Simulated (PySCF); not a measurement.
AsF₃, SMILES [As](F)(F)F. Coordinates come from a PBE-D3(BJ)/def2-SVP optimisation.

Computed equilibrium geometry at PBE-D3(BJ)/def2-SVP (PySCF confirms it by a frequency run) as a Z-matrix, and its point group:
point group C3v.
```
As
F 1 1.7512
F 1 1.7512 2 96.52
F 1 1.7512 2 96.52 3 -97.36
```
